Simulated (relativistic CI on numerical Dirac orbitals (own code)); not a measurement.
Cu6+: calculation against measurement

Method of calculation: Dirac-Coulomb-Breit CI, separate exchange-only KLI orbitals for each configuration, a model potential for QED, valence Slater integrals scaled by 0.9, configuration energies shifted to the measured levels that pair with them (semi-empirical) (own radial code, finite nucleus).

CI space (outside the closed core [Ne]): 3s2 3p6 3d5, 3s2 3p6 3d4 4p, 3s2 3p5 3d6, 3s2 3p6 3d4 4s, 3s2 3p4 3d7, 3s 3p6 3d6, 3s2 3p6 3d4 4d, 3s2 3p6 3d4 5s, 3s2 3p6 3d4 4f, 3s2 3p6 3d4 5p, 3s2 3p6 3d4 5d, 3s2 3p6 3d3 4s2, 3s2 3p6 3d4 5f, 3s2 3p6 3d4 5g, 3s2 3p6 3d3 4s 4p, 3p6 3d7, 3s2 3p5 3d5 4s, 3s2 3p6 3d3 4p2, 3s2 3p6 3d3 4s 4d, 3s2 3p5 3d5 4p, 3s2 3p6 3d3 4p 4d, 3s 3p5 3d7, 3s2 3p5 3d5 4d. Levels of other configurations are missing.

| Configuration | Term (tabulated) | J | Measured (cm⁻¹) | Computed | Error | Purity (%) |
| --- | --- | --- | --- | --- | --- | --- |
| 3s2 3p6 3d5 | 6S | 5/2 | 0.0 | 0 | 0 | 99 |
| 3s2 3p6 3d5 | 4G | 11/2 | 46442.7 | 46558 | 116 | 99 |
| 3s2 3p6 3d5 | 4G | 5/2 | 46515.3 | 46607 | 92 | 98 |
| 3s2 3p6 3d5 | 4G | 9/2 | 46575.0 | 46698 | 123 | 99 |
| 3s2 3p6 3d5 | 4G | 7/2 | 46578.2 | 46691 | 112 | 99 |
| 3s2 3p6 3d5 | 4P | 5/2 | 50731.7 | 47794 | -2938 | 91 |
| 3s2 3p6 3d5 | 4P | 3/2 | 51066.6 | 48081 | -2986 | 94 |
| 3s2 3p6 3d5 | 4P | 1/2 | 51406.6 | 48319 | -3088 | 97 |
| 3s2 3p6 3d5 | 4D | 7/2 | 55742.2 | 54724 | -1018 | 98 |
| 3s2 3p6 3d5 | 4D † | 1/2 | 56209.9 | 55144 | -1066 | 98 |
| 3s2 3p6 3d5 | 4D † | 5/2 | 56427.2 | 55208 | -1219 | 92 |
| 3s2 3p6 3d5 | 4D | 3/2 | 56428.5 | 55250 | -1179 | 94 |
| 3s2 3p6 3d5 | 2I | 11/2 | 67757.3 | 68666 | 909 | 96 |
| 3s2 3p6 3d5 | 2I | 13/2 | 67917.9 | 68891 | 973 | 100 |
| 3s2 3p6 3d5 | 2D | 3/2 | 72226.8 | 68995 | -3232 | 92 |
| 3s2 3p6 3d5 | 2F | 7/2 | 74407.6 | 71265 | -3142 | 95 |
| 3s2 3p6 3d5 | 4F † | 9/2 | 75930.5 | 73787 | -2143 | 95 |
| 3s2 3p6 3d5 | 4F † | 5/2 | 76019.0 | 74688 | -1331 | 62 |
| 3s2 3p6 3d5 | 4F † | 7/2 | 76349.1 | 74087 | -2262 | 94 |
| 3s2 3p6 3d5 | 4F | 3/2 | 76886.0 | 74579 | -2307 | 92 |
| 3s2 3p6 3d5 | 2H | 9/2 | 80717.0 | 79147 | -1570 | 80 |
| 3s2 3p6 3d5 | 2H | 11/2 | 81954.4 | 80221 | -1733 | 96 |
| 3s2 3p6 3d5 | 2G | 7/2 | 82745.5 | 81886 | -860 | 98 |
| 3s2 3p6 3d5 | 2G | 9/2 | 83910.4 | 82791 | -1120 | 77 |
| 3s2 3p6 3d5 | 2F | 7/2 | 88279.7 | 86728 | -1552 | 97 |
| 3s2 3p6 3d5 | 2S | 1/2 | 95875.4 | 93466 | -2409 | 99 |
| 3s2 3p6 3d5 | 2D | 3/2 | 106957.0 | 103233 | -3724 | 99 |
| 3s2 3p6 3d5 | 2G | 9/2 | 119534.0 | 117021 | -2513 | 99 |
| 3s2 3p6 3d5 | 2G | 7/2 | 119605.4 | 117099 | -2506 | 99 |
| 3s2 3p6 3d5 | 2P | 3/2 | 143933.7 | 140006 | -3927 | 97 |
| 3s2 3p6 3d5 | 2P | 1/2 | 144077.2 | 140159 | -3919 | 99 |
| 3s2 3p6 3d5 | 2D | 3/2 | 156373.6 | 150545 | -5828 | 97 |
| 3s2 3p6 3d4 4p | 6P° | 3/2 | 497624.0 | 497125 | -499 | 90 |
| 3s2 3p6 3d4 4p | 6P° | 5/2 | 497863.0 | 497345 | -518 | 93 |
| 3s2 3p6 3d4 4p | 6P° | 7/2 | 498317.0 | 497782 | -535 | 97 |
| 3s2 3p6 3d4 4p | 4P° | 1/2 | 498775.0 | 498884 | 109 | 69 |
| 3s2 3p6 3d4 4p | 4P° | 3/2 | 500706.0 | 500705 | -1 | 56 |
| 3s2 3p6 3d4 4p | 6D° | 5/2 | 502909.0 | 502914 | 5 | 56 |
| 3s2 3p6 3d4 4p | 6D° | 1/2 | 504338.0 | 504338 | 0 | 69 |
| 3s2 3p6 3d4 4p | 6D° | 3/2 | 504729.0 | 504709 | -20 | 62 |
| 3s2 3p6 3d4 4p | 4P° | 5/2 | 505447.0 | 505369 | -78 | 57 |
| 3s2 3p6 3d4 4p | 4F° | 3/2 | 508524.0 | 508655 | 131 | 98 |
| 3s2 3p6 3d4 4p | 4F° | 5/2 | 508877.0 | 509005 | 128 | 96 |
| 3s2 3p6 3d4 4p | 4F° | 7/2 | 509418.0 | 509530 | 112 | 92 |
| 3s2 3p6 3d4 4p | 4F° | 9/2 | 510250.0 | 510338 | 88 | 84 |
| 3s2 3p6 3d4 4p | 4D° | 1/2 | 517847.0 | 518080 | 233 | 97 |
| 3s2 3p6 3d4 4p | 4D° | 3/2 | 518282.0 | 518507 | 225 | 97 |
| 3s2 3p6 3d4 4p | 4D° | 5/2 | 518863.0 | 519083 | 220 | 97 |
| 3s2 3p6 3d4 4p | 4D° | 7/2 | 519415.0 | 519649 | 234 | 97 |
| 3s2 3p6 3d4 4p | 4H° | 7/2 | 528494.0 | 526873 | -1621 | 94 |
| 3s2 3p6 3d4 4p | 4H° | 9/2 | 529027.0 | 527397 | -1630 | 89 |
| 3s2 3p6 3d4 4p | 4H° | 11/2 | 529891.0 | 528174 | -1717 | 88 |
| 3s2 3p6 3d4 4p | 4H° | 13/2 | 531047.0 | 529204 | -1843 | 89 |
| 3s2 3p6 3d4 4p | 4I° | 9/2 | 533103.0 | 531730 | -1373 | 64 |
| 3s2 3p6 3d4 4p | 4P° | 3/2 | 536229.0 | 537796 | 1567 | 91 |

Measured levels from measured levels as listed in Gamrath, thesis, University of Mons (2023); pairs were made by configuration, J and term (by order where the table uses no LS term), so strongly mixed levels may be paired wrongly.

Mean error by configuration (cm⁻¹): 3s2 3p6 3d5 -1893; 3s2 3p6 3d4 4p -295. Over the excited levels the mean absolute error is 1363 cm⁻¹ (54 of the 69 excited levels that our extract of the source holds in range could be paired, and the others can miss by more), and the median relative error of those above 1,000 cm⁻¹ is 0.31 %, both after the shifts were fitted to these levels, so that a configuration with one level shows no error. † marks terms whose computed intervals miss the measured ones by more than a factor of 2.5, or configurations far off the rest, from wrong mixing, a near crossing or a doubtful label or measurement; they are left out of the means.

Configurations whose levels could be paired with our table of measured levels were shifted onto them, all but the ground configuration, by the median error of their levels; single terms can still be off by 1,000 to 2,000 cm⁻¹ or more, and rates follow the energies as ν³ (E1, M1) or ν⁵ (E2). The others borrow a shift and can be off by several thousand cm⁻¹ or more. 54 of the 69 excited levels that our extract of the measured tables holds in this range could be paired (the sources list more); they are missed by 1385 cm⁻¹ on average and 5828 at most, after the shifts were fitted to these levels, and levels without a partner can miss by more.

Shifts applied (cm⁻¹): 3s2 3p6 3d5 0; 3s2 3p6 3d4 4p -9267.
